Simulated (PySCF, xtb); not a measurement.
octasulfur (S₈), SMILES S1SSSSSSS1.

GFN2-xTB in xtb 6.7.1 at its own geometry gives an orbital gap of 2.37 eV and a dipole moment of 0.28 D.

Geometry optimised at PBE0-D3(BJ)/def2-SVP.

Problem. What does HF/def2-TZVP (PySCF) give? (The exact figures need the calculation; the answer reports its results.)

Solution. gap 10.66 eV (levels -9.20 and 1.47 eV), dipole 0.06 D.
